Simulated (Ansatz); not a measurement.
`FCC[SiH2]Cl` → `[CH2]F`• + `[CH2][SiH2]Cl`•  (homolysis of the C–C bond)

Calculated with Ansatz (gas phase, PBE0-D4/def2-TZVP geometries, no zero-point term in ΔE). CBS: MP2 limit from def2 TZ/QZ plus the TZ coupled-cluster correction, frozen cores. This one scheme is used for every species. DFT in def2-TZVPP. B3LYP here is the variant with VWN-RPA as its local correlation; programs differ in this. No spin–orbit coupling; open shells (•) take unrestricted orbitals. Each species was taken in one conformer, which may not be the lowest.

| level | ΔE (kcal/mol) | difference from CCSD(T)/CBS |
| --- | --- | --- |
| r2SCAN-D4 | 86.9 | -8.6 |
| PBE0-D4 | 92.4 | -3.1 |
| B3LYP-D4 | 89.6 | -5.9 |
| ωB97X-V | 95.2 | -0.3 |
| B3LYP | 86.3 | -9.2 |
| SCS-MP2/def2-TZVPP | 96.6 | 1.1 |
| CCSD(T)/def2-TZVPP | 93.5 | -2.0 |
| HF/def2-QZVPP | 62.7 | -32.8 |
| SCS-MP2/def2-QZVPP | 97.7 | 2.2 |
| CCSD/CBS(def2) | 92.8 | -2.7 |
| CCSD(T)/CBS | 95.5 | 0 |

Largest T1 diagnostic among the species: 0.015.

In def2-TZVPP, CCSD(T) changes the Hartree–Fock value by +30.4 kcal/mol (the triples alone add +2.7 kcal/mol) and MP2 by +35.3 kcal/mol; breaking electron pairs costs correlation energy, which Hartree–Fock lacks. The D4 term adds +3.3 kcal/mol with B3LYP and +1.8 kcal/mol with PBE0; it sums over pairs of atoms, weighted by their polarisabilities, and B3LYP, whose exchange is more repulsive, gets the larger term.
